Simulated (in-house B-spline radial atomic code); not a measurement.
Inner-shell binding energies (edges) and X-ray emission energies of free atoms and ions, as differences of relaxed hole-state energies with first-order Breit, QED and recoil terms, without correlation or multiplet splittings, in NIST's listed ground configurations. For neutral atoms such line energies lie within some 1 to 5 eV of tabulated X-ray lines (up to 20 eV for the heaviest). Removing outer electrons raises all edges nearly alike, so lines move far less than edges. K = 1s, L1 = 2s, L2 = 2p1/2, L3 = 2p3/2, M3 = 3p3/2. A dash marks a subshell that is part filled or wasn't run, or a line left out. Computed with a B-spline radial code for spherical atoms: Dirac-Hartree-Fock, average of the configuration, finite nuclei.

```
 ion  configuration  K edge (eV)  L1 edge (eV)  L3 edge (eV)  K-L3 (eV)  K-L2 (eV)  K-M3 (eV)
  Fe   [Ar] 3d6 4s2      7124.14         862.1         722.4    6401.74    6389.56    7054.89
Fe2+       [Ar] 3d6      7144.84        882.29        742.75    6402.09     6389.9    7055.46
Fe3+       [Ar] 3d5       7166.6        904.85        765.22    6401.38     6389.2    7057.87
Fe4+       [Ar] 3d4      7191.46        930.56        790.84    6400.62    6388.44    7061.33
Fe5+       [Ar] 3d3       7219.2        959.17        819.35    6399.85    6387.67    7065.86
Fe6+       [Ar] 3d2       7249.7        990.49         850.6     6399.1    6386.91     7071.5
Fe7+       [Ar] 3d1      7282.85       1024.39        884.44    6398.41    6386.21    7078.26
```
